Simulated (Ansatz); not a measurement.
Steps of a relaxation of C₂H₄OSTeZn with RKS PBE0-D4/def2-TZVP.

```sh
$ ansatz run in.yaml --threads 2 --pin off --events-out ev --progress --plain --max-ram 22528MiB --backend cuda --devices 0, --max-vram 18GiB
```

```yaml
crystal:
  periodic: [false, false, false]
  atoms:
    - {symbol: S, position_ang: [-1.473440, -0.441500, 1.257100]}
    - {symbol: C, position_ang: [-0.179210, -0.837560, 0.331040]}
    - {symbol: Te, position_ang: [0.481120, -2.808170, 0.375350]}
    - {symbol: C, position_ang: [0.520650, 0.161680, -0.543100]}
    - {symbol: O, position_ang: [0.083430, 1.421640, -0.473910]}
    - {symbol: Zn, position_ang: [-1.285090, 1.936250, 0.583050]}
    - {symbol: H, position_ang: [1.773710, -2.472600, -0.582460]}
    - {symbol: H, position_ang: [0.424880, -0.249390, -1.572700]}
    - {symbol: H, position_ang: [1.599530, 0.085680, -0.288530]}
    - {symbol: H, position_ang: [-1.945580, 3.203960, 0.914170]}
basis:
  gaussian: {orbitals: def2-TZVP}
hamiltonian: {xc: pbe0, dispersion: d4}
relax: {f_tol: 0.005, max_steps: 150}
```

Positions (Å) and forces (eV/Å) along the path, 9 of 9 steps:

```xyz
10
step=1 energy=-70721.6370 eV
S    -1.473   -0.442    1.257    0.006    0.142   -0.016
C    -0.179   -0.838    0.331   -0.154   -0.311    0.189
Te    0.481   -2.808    0.375   -0.231    0.074    0.144
C     0.521    0.162   -0.543    0.337   -0.156   -0.230
O     0.083    1.422   -0.474    0.595   -0.032   -0.506
Zn   -1.285    1.936    0.583   -0.150   -0.371    0.184
H     1.774   -2.473   -0.582    0.261    0.026   -0.224
H     0.425   -0.249   -1.573    0.108   -0.089    0.111
H     1.600    0.086   -0.289   -0.069   -0.120   -0.073
H    -1.946    3.204    0.914   -0.701    0.837    0.421
10
step=2 energy=-70721.7317 eV
S    -1.471   -0.390    1.266    0.070   -0.123   -0.023
C    -0.188   -0.835    0.345   -0.017   -0.030    0.064
Te    0.482   -2.796    0.368    0.033   -0.056    0.005
C     0.536    0.144   -0.540    0.054    0.048   -0.090
O     0.110    1.415   -0.489    0.394   -0.062   -0.322
Zn   -1.281    1.975    0.562   -0.087    0.022    0.082
H     1.787   -2.492   -0.632   -0.160    0.028    0.072
H     0.451   -0.291   -1.559    0.024    0.004    0.042
H     1.611    0.046   -0.282   -0.041   -0.014    0.001
H    -2.038    3.224    0.961   -0.269    0.181    0.169
10
step=3 energy=-70721.7536 eV
S    -1.439   -0.359    1.267    0.054   -0.023   -0.005
C    -0.163   -0.824    0.348   -0.174    0.030    0.087
Te    0.440   -2.805    0.401    0.197    0.154   -0.172
C     0.573    0.140   -0.554   -0.043   -0.006    0.030
O     0.161    1.421   -0.526    0.075   -0.041   -0.044
Zn   -1.248    2.002    0.537   -0.199    0.232    0.074
H     1.702   -2.460   -0.641   -0.084   -0.165    0.084
H     0.492   -0.315   -1.563   -0.030    0.037    0.003
H     1.644    0.028   -0.293    0.004    0.032    0.044
H    -2.162    3.173    1.024    0.201   -0.250   -0.101
10
step=4 energy=-70721.7496 eV rejected
S    -1.399   -0.346    1.308   -0.285    0.001    0.176
C    -0.151   -0.817    0.372    0.235    0.077   -0.069
Te    0.467   -2.796    0.412   -0.028    0.002   -0.045
C     0.585    0.154   -0.520    0.336    0.173    0.145
O     0.235    1.455   -0.438   -0.205   -0.177   -0.053
Zn   -1.288    1.996    0.488    0.193    0.039    0.079
H     1.641   -2.539   -0.737    0.018   -0.010    0.018
H     0.449   -0.264   -1.532   -0.002   -0.041   -0.201
H     1.667    0.016   -0.299   -0.203   -0.055   -0.015
H    -2.206    3.139    0.943   -0.059   -0.009   -0.036
10
step=5 energy=-70721.7654 eV
S    -1.435   -0.352    1.282    0.025   -0.032    0.027
C    -0.164   -0.814    0.359   -0.003    0.011   -0.049
Te    0.452   -2.792    0.396    0.010   -0.012    0.000
C     0.572    0.149   -0.544    0.034    0.030    0.054
O     0.176    1.435   -0.508   -0.013   -0.011   -0.017
Zn   -1.250    2.007    0.536   -0.050    0.070   -0.021
H     1.700   -2.519   -0.672   -0.025   -0.007    0.014
H     0.477   -0.299   -1.554   -0.008    0.013   -0.014
H     1.645    0.033   -0.288   -0.020   -0.005    0.014
H    -2.174    3.153    0.993    0.051   -0.057   -0.008
10
step=6 energy=-70721.7671 eV
S    -1.415   -0.350    1.304    0.008   -0.004   -0.014
C    -0.160   -0.812    0.359   -0.012   -0.009    0.038
Te    0.448   -2.796    0.392   -0.008    0.025    0.000
C     0.575    0.153   -0.540   -0.018   -0.040   -0.014
O     0.164    1.434   -0.523   -0.008    0.019    0.003
Zn   -1.256    2.011    0.521   -0.003   -0.001    0.005
H     1.678   -2.533   -0.695   -0.003   -0.005   -0.004
H     0.502   -0.301   -1.549    0.020    0.009   -0.009
H     1.641    0.047   -0.259    0.023    0.009   -0.005
H    -2.178    3.146    0.991    0.001   -0.002    0.000
10
step=7 energy=-70721.7674 eV
S    -1.414   -0.349    1.305    0.007   -0.001    0.002
C    -0.158   -0.811    0.362    0.005   -0.008   -0.016
Te    0.450   -2.793    0.399   -0.007    0.000    0.004
C     0.577    0.153   -0.539    0.002    0.011    0.007
O     0.160    1.433   -0.528   -0.003   -0.002   -0.003
Zn   -1.259    2.009    0.520    0.003    0.001   -0.004
H     1.664   -2.539   -0.709    0.003    0.000   -0.001
H     0.516   -0.302   -1.549   -0.005   -0.002    0.005
H     1.644    0.054   -0.253   -0.004    0.002    0.005
H    -2.180    3.144    0.991    0.000    0.000    0.001
10
step=8 energy=-70721.7674 eV
S    -1.410   -0.348    1.307    0.007   -0.007   -0.003
C    -0.157   -0.811    0.361   -0.016    0.024    0.007
Te    0.448   -2.793    0.398    0.005   -0.013   -0.001
C     0.577    0.154   -0.540    0.002    0.003   -0.003
O     0.155    1.432   -0.532    0.001   -0.007    0.000
Zn   -1.259    2.010    0.520   -0.001    0.001    0.001
H     1.662   -2.544   -0.710   -0.002    0.000    0.001
H     0.521   -0.303   -1.548    0.002   -0.001   -0.002
H     1.643    0.060   -0.248    0.002    0.000    0.000
H    -2.180    3.144    0.993    0.000    0.000    0.000
10
step=9 energy=-70721.7675 eV
S    -1.410   -0.348    1.308    0.000    0.001    0.000
C    -0.157   -0.810    0.362    0.000    0.000    0.000
Te    0.448   -2.793    0.398    0.001    0.000    0.000
C     0.578    0.154   -0.539    0.001    0.000    0.000
O     0.155    1.432   -0.533   -0.001    0.002    0.000
Zn   -1.260    2.010    0.519    0.000    0.000    0.000
H     1.661   -2.544   -0.712    0.000    0.000    0.000
H     0.523   -0.304   -1.548    0.000   -0.001    0.000
H     1.643    0.060   -0.246    0.000    0.000    0.000
H    -2.180    3.144    0.993    0.000    0.000    0.000
```

Hardware: 2 threads of an AMD EPYC 7R13 on a shared host and a share of an NVIDIA H100 80 GB. Wall time 18 s, peak host memory 1 GiB.
